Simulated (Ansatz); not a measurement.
Consider the silylene formation by 1,1-elimination: `C[SiH2]N(C)C` → `CNC` + `C[SiH]`.

Computed with Ansatz on PBE0-D4/def2-TZVP structures; ΔE is electronic, products minus reactants. CCSD(T)/CBS adds triple-zeta CCSD(T) − MP2 to the extrapolated MP2 energy (def2 sets, frozen cores). This one scheme is used for every species. DFT in def2-TZVPP. B3LYP here is the variant with VWN-RPA as its local correlation; programs differ in this. One conformer a species, not always the lowest.

Is it downhill or uphill in electronic energy at CCSD(T)/CBS, and by how much? (An estimate is asked.)

The calculation gave: Uphill: ΔE = +67.6 kcal/mol.

What do these levels give: r2SCAN-D4, B97M-V, B3LYP-D4, revPBE, HF/def2-QZVPP, MP2/def2-QZVPP? (Estimate.)

Computed: r2SCAN-D4 71.1, B97M-V 66.6, B3LYP-D4 66.4, revPBE 58.4, HF/def2-QZVPP 63.2, MP2/def2-QZVPP 72.4 kcal/mol.

Largest T1 diagnostic among the species: 0.012.

From PBE to PBE0 (25 % exact exchange), in def2-TZVPP and without D4, ΔE moves by +3.2 kcal/mol. In def2-TZVPP, CCSD(T) changes the Hartree–Fock value by +3.4 kcal/mol (the triples alone add +0.9 kcal/mol) and MP2 by +8.6 kcal/mol.
